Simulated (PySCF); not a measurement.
Identify the unknown among the candidates.

All candidates are C5H6Cl2O.

| technique | computed result |
| --- | --- |
| Triplet | lowest triplet excitation (Tamm–Dancoff): 3.84 eV [TDA PBE0/def2-SVPD] |
| Dipole | 3.37 D [PBE0/def2-SVPD] |
| UV, first state | lowest singlet excitation: 5.59 eV (222 nm, f = 0.696) [TDDFT PBE0/def2-SVPD] |
| Polarisability | 104.5 au [PBE0/def2-SVPD] |
| 1H NMR | chemical shifts (computed TMS as zero) by class: 6.56 (1 H), 6.46 (1 H), 6.03 (1 H), 5.78 (1 H), 5.03 (1 H), 4.63 (1 H) ppm [GIAO PBE0/pcSseg-1] |
| 13C NMR | chemical shifts (computed TMS as zero) by class: 157.1 (1 C), 152.8 (1 C), 118.7 (1 C), 100.3 (1 C), 84.7 (1 C) ppm [GIAO PBE0/pcSseg-1] |
| NMR, other nuclei | isotropic shieldings of nuclei other than C and H, by class: 142 (1 O), 613 (2 Cl) ppm [GIAO PBE0/pcSseg-1] |
| Rotational structure | rotational constants A, B, C: 3.045, 0.520, 0.459 GHz [GFN2-xTB] |

Gas-phase values; electronic properties from PySCF, density fitting. Levels stand in brackets. Geometry: GFN2-xTB, one conformer, isolated molecule. NMR values are class means; diastereotopic atoms form classes of their own.

Question: Which candidate is it?
A. `ClC1=C(Cl)COCC1`
B. `C=CO/C=C/C(Cl)Cl`
C. `ClC(Cl)[C@H]1C=CCO1`
D. `CC/C(Cl)=C\C(=O)Cl`
E. `CC(=O)/C=C(/Cl)CCl`

Answer: B. It is `C=CO/C=C/C(Cl)Cl`. Numbering: `[CH2:1]=[CH:2][O:3]/[CH:4]=[CH:5]/[CH:6]([Cl:7])[Cl:8]`. Its formula, C5H6Cl2O, gives 2 degrees of unsaturation: 0 rings and 2 π bonds in the structure found. 5 carbons fall into 5 classes; from least to most shielded: vinylic carbon bearing oxygen [C2] (157.1 ppm), vinylic carbon bearing oxygen [C4] (152.8 ppm), alkene CH carbon [C5] (118.7 ppm), terminal =CH2 carbon [C1] (100.3 ppm), CHCl2 carbon [C6] (84.7 ppm). Hydrogen classes from least to most shielded: 1 H on a vinylic carbon bearing oxygen, C4 (6.56 ppm), 1 H on a vinylic carbon bearing oxygen, C2 (6.46 ppm), 1 H on a CHCl2 carbon, C6 (6.03 ppm), 1 H on an alkene CH carbon, C5 (5.78 ppm), 1 H on a terminal =CH2 carbon, C1 (5.03 ppm), 1 H on a terminal =CH2 carbon, C1 (4.63 ppm). The other shieldings belong to: 142 ppm, ether oxygen [O3]; 613 ppm, alkyl chlorine [Cl7/Cl8]. S1 is mainly HOMO→LUMO (weight 0.97); the largest Löwdin shares of the orbital it empties are 0.21 on the ether oxygen, 0.20 on the alkene CH carbon, 0.20 on the terminal =CH2 carbon and 0.11 on a vinylic carbon bearing oxygen, of the orbital it fills 0.26 on a vinylic carbon bearing oxygen, 0.18 on the alkene CH carbon and 0.11 on each of 2 atoms of one kind (alkyl chlorine). The optimised geometry has point group Cs and is an asymmetric top. NMR values of atoms bound to several Cl lack the spin–orbit term that these neighbours bring.

The others, at the same levels:
- `CC(=O)/C=C(/Cl)CCl` fails: its computed 13C shifts are 199.6 (1 C), 169.1 (1 C), 132.2 (1 C), 49.0 (1 C), 35.7 (1 C) ppm, 1H shifts are 6.52 (1 H), 5.34 (2 H), 2.34 (3 H) ppm and lowest singlet excitation is 3.54 eV (350 nm, f = 0.000) (against 5.59 eV).
- `ClC1=C(Cl)COCC1` fails: its computed static isotropic polarisability is 89.2 au (against 104.5 au), rotational constant A is 1.829 GHz (against 3.045 GHz) and smallest rotational constant is 0.787 GHz (against 0.459 GHz).
- `CC/C(Cl)=C\C(=O)Cl` fails: its computed 13C shifts are 184.1 (1 C), 172.7 (1 C), 128.9 (1 C), 37.0 (1 C), 16.2 (1 C) ppm, 1H shifts are 6.43 (1 H), 3.07 (2 H), 1.22 (3 H) ppm and rotational constant A is 2.296 GHz (against 3.045 GHz).
- `ClC(Cl)[C@H]1C=CCO1` fails: its computed 13C shifts are 141.0 (1 C), 132.3 (1 C), 96.8 (1 C), 88.1 (1 C), 82.8 (1 C) ppm, 1H shifts are 6.40 (1 H), 6.13 (1 H), 5.86 (1 H), 5.36 (1 H), 5.12 (1 H), 5.03 (1 H) ppm and rotational constant A is 2.442 GHz (against 3.045 GHz).

Each candidate is one conformer, not necessarily the lowest. The conformers computed, where there is a choice (atom-mapped SMILES and torsion angles):
- `[CH2:1]=[CH:2][O:3]/[CH:4]=[CH:5]/[CH:6]([Cl:7])[Cl:8]`: C1–C2–O3–C4 180°, C2–O3–C4–C5 180°, C4–C5–C6–Cl7 120°
- `[CH3:1][C:2](=[O:3])/[CH:4]=[C:5](/[Cl:6])[CH2:7][Cl:8]`: C1–C2–C4–C5 172°, C4–C5–C7–Cl8 -115°
- `[CH3:1][CH2:2]/[C:3]([Cl:4])=[CH:5]\[C:6](=[O:7])[Cl:8]`: C1–C2–C3–Cl4 -86°, C3–C5–C6–O7 -4°
- `[Cl:1][CH:2]([Cl:3])[C@H:4]1[CH:5]=[CH:6][CH2:7][O:8]1`: Cl1–C2–C4–C5 -48°

The conformers of `ClC1=C(Cl)COCC1` aren't listed.
